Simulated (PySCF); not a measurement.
**Radial density of Mn²⁺ (manganese, charge +2)**

UHF, [Ar] 3d5, high-spin 6S determinant. All numbers are calculated (PySCF 2.14, scalar relativity by spin-free X2C-1e, in aug-cc-pwCVTZ-DK with one added diffuse shell each of s, p, d, f, g type (11s10p8d5f4g, 152 functions)).

| r (bohr) | 4πr²ρ (e/bohr) | 4πr²(ρα − ρβ) |
| --- | --- | --- |
| 0.00108 | 0.2152 | 0.0000 |
| 0.00182 | 0.5447 | 0.0000 |
| 0.00306 | 1.350 | -0.0001 |
| 0.00515 | 3.226 | -0.0003 |
| 0.00867 | 7.253 | -0.0007 |
| 0.0146 | 14.63 | -0.0015 |
| 0.0245 | 24.45 | -0.0029 |
| 0.0413 | 30.10 | -0.0048 |
| 0.0694 | 25.40 | -0.0072 |
| 0.117 | 24.81 | 0.0105 |
| 0.196 | 33.23 | 0.2558 |
| 0.330 | 18.72 | 1.4184 |
| 0.555 | 12.69 | 3.6769 |
| 0.934 | 12.94 | 4.0960 |
| 1.57 | 3.154 | 1.6926 |
| 2.64 | 0.2265 | 0.2015 |
| 4.45 | 0.002692 | 0.0027 |

Densities and radii are taken from the X2C orbitals without a picture-change correction, which distorts them close to the nucleus.

Where is the radial spin density 4πr²(ρα − ρβ) most negative, and why is it negative at all?

Around r = 0.0694 bohr, down to -0.0072 e/bohr: exchange with the open shell polarises the paired shells in an unrestricted calculation.
